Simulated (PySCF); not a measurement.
# One molecule, several mistakes: AlCH6N2

Calculated results; nothing here was measured. They come from PySCF 2.14.0, an open-source quantum chemistry program, on an isolated molecule that a program drew, which may never have been made. The molecule is AlCH6N2 (charge 0, doublet), drawn as the SMILES string `[CH2][Al]([NH2])[NH2]`.

Each row is a Hartree-Fock (HF) and frozen-core CCSD(T) single point in the cc-pV(D+d)Z basis, meant for a local HF minimum. Run 1 is clean. Each other run has one planted mistake out of seven kinds, and not every kind appears here: one electron removed, one electron added, multiplicity raised by two, geometry at a saddle point, minimal basis STO-3G, one bond length entered in bohr, all coordinates scaled. The reference is restricted for singlets and unrestricted otherwise, and also for a bond in bohr. Adding or removing an electron swaps singlet and doublet. Electrons count all cores. HOMO and LUMO are orbital energies over both spins, the gradient is its largest component, and the lowest frequency (negative if imaginary) is given only where the gradient is small. Bond lengths are over the 9 bonds as drawn. T1 is the CCSD diagnostic: over 0.02 (restricted) or 0.045 (unrestricted) a single reference is doubtful.

Geometry of the clean run:
```xyz
10
AlCH6N2, angstrom
C    -0.2393   -1.4640   -0.2698
Al   -0.6952   -0.1379   -1.6013
N    -2.3310   -0.0724   -2.2710
N     0.5203    1.0193   -2.1599
H    -0.9341   -2.2104    0.1157
H     0.7446   -1.5587    0.1898
H    -2.6597    0.5747   -2.9620
H    -3.0789   -0.6872   -2.0116
H     0.3791    1.7391   -2.8427
H     1.4683    1.0523   -1.8362
```

```
run  electrons  basis functions  <S^2>  HOMO (eV)  LUMO (eV)  gradient (hartree/bohr)  lowest frequency (cm^-1)  mean bond (Å)  longest bond (Å)      T1  HF (hartree)  CCSD(T) (hartree)                     mistake
  1         39               95  0.759      -9.84       2.38                  2.8e-05                       155         1.2956             1.934  0.0120    -392.23280         -392.81224                    no fault
  2         39               95  0.757      -9.83       2.53                  8.6e-02                         -         1.2010             1.793  0.0104    -392.17027         -392.73576      all coordinates scaled
  3         40               95  0.000      -0.13       8.49                  5.8e-02                         -         1.2956             1.934  0.0126    -392.17711         -392.79856          one electron added
  4         39               95  3.766      -2.81       0.19                  5.1e-02                         -         1.2956             1.934  0.0257    -392.03198         -392.59470  multiplicity raised by two
  5         38               95  0.000     -14.54      -6.87                  5.9e-02                         -         1.2956             1.934  0.0430    -391.92768         -392.49875                           ?
  6         39               95  1.769      -6.60       2.32                  1.8e-02                         -         1.4705             3.343  0.0142    -392.09762         -392.64303                           ?
```

**Which mistake was planted in run 5, and what did it cost?**

It counts 38 electrons, one fewer than the clean run, at the same geometry and basis. So the mistake is: one electron removed. Subtracting run 1 and multiplying by 627.51 kcal/mol a hartree, the energy moved by 191.5 kcal/mol in HF and 196.7 kcal/mol in CCSD(T).

**Which mistake was planted in run 6, and what did it cost?**

The mean bond changes by a factor of 1.135 and the longest by 1.729, so the molecule wasn't scaled as a whole. A length L in bohr read as angstrom grows by (1/0.5292 - 1) L = 0.890 L. The 9 bonds together grew by 9 x 0.1749 = 1.574 Å, which gives L = 1.769 Å. That is the length of one of the Al-N bonds, 1.769 Å in the clean geometry. So the mistake is: one bond length entered in bohr. Subtracting run 1 and multiplying by 627.51 kcal/mol a hartree, the energy moved by 84.8 kcal/mol in HF and 106.2 kcal/mol in CCSD(T).

Cautions from the logs. Run 3: the added electron raises the CCSD(T) energy, so it isn't bound in this basis; run 5: T1 is over the limit, so its CCSD(T) energy is less reliable.
